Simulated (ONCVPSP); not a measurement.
# Potentials for zirconium (Zr) compared

Generated with ld1.x 7.5 (TM, RRKJ, ultrasoft, PAW), atompaw 4.2 or ONCVPSP 4.0.1. The cutoff is in Ry: for ld1.x and atompaw files where the sum of valence levels is converged to 10 mRy in a Bessel basis, for ONCV files where the hardest occupied wave has 1 mHa per electron of residual kinetic energy. The error is the largest all-electron minus pseudo excitation energy over each file’s own four to seven test configurations (ionisations up to +4, promotions, holes and added fractions of an electron), all of which were solved. The labels leave out finer settings (local radius, basis sizes, second energies), which also bear on the numbers. Spin-polarised tests are not counted. The rows are a selection from randomly drawn settings: files with unsolved tests, undetermined cutoffs or missed reference levels are left out.

| potential | cutoff (Ry) | largest error (meV) | bound ghosts |
| --- | --- | --- | --- |
| ONCV, LDA (Perdew-Wang 92), scalar-relativistic, rc 1.70/1.60/2.50 (spd), local smoothed, core correction yes, reference 4s2 4p6 4d1, qcut 8.7/6.7/7, projectors 2/2/1 | 45 | +14 | none |
| ONCV, PBE, fully relativistic, rc 1.90/2.55/2.20 (spd), local smoothed, core correction yes, reference 4s2 4p6 4d2 5s1 5p1, qcut 7.1/5.6/6, projectors 2/3/1 | 32 | -2.0 | none |
| ONCV, LDA (Perdew-Zunger), scalar-relativistic, rc 2.30/1.75/1.95 (spd), local smoothed, core correction yes, reference 4s2 4p6 4d2 5s2, qcut 6.8/8.9/4.2, projectors 2/1/2 | 70 | -346 | none |
| ONCV, PBE, scalar-relativistic, rc 1.85/1.80/3.05/2.80 (spdf), local smoothed, core correction yes, reference 4s2 4p6 4d2 5s2, qcut 7.4/7/4.9/4.3, projectors 2/1/2/3 | 35 | +46 | none |
| ONCV, PBE, fully relativistic, rc 2.30/2.45/2.10 (spd), local d, core correction no, reference 4s2 4p6 4d2 5s1.75 5p0.25, qcut 5.1/5/4.5, projectors 2/2/0 | 35 | -5.8 | none |

Fill in the row for Zr: ONCV, PBE, scalar-relativistic, rc 1.65/1.85/2.10 (spd), local smoothed, core correction yes, reference 4s2 4p6 4d2 5s1.75 5p0.25, qcut 7.1/8.7/3.9, projectors 2/2/2.

cutoff 54 Ry, largest error -75 meV, bound ghosts: none.

Fill in the row for Zr: ONCV, LDA (Perdew-Wang 92), scalar-relativistic, rc 2.35/1.50/2.05 (spd), local smoothed, core correction yes, reference 4s2 4p6 4d2 5s1.5, qcut 6.7/5.8/5.5, projectors 2/3/2.

cutoff 32 Ry, largest error -8.6 meV, bound ghosts: none.
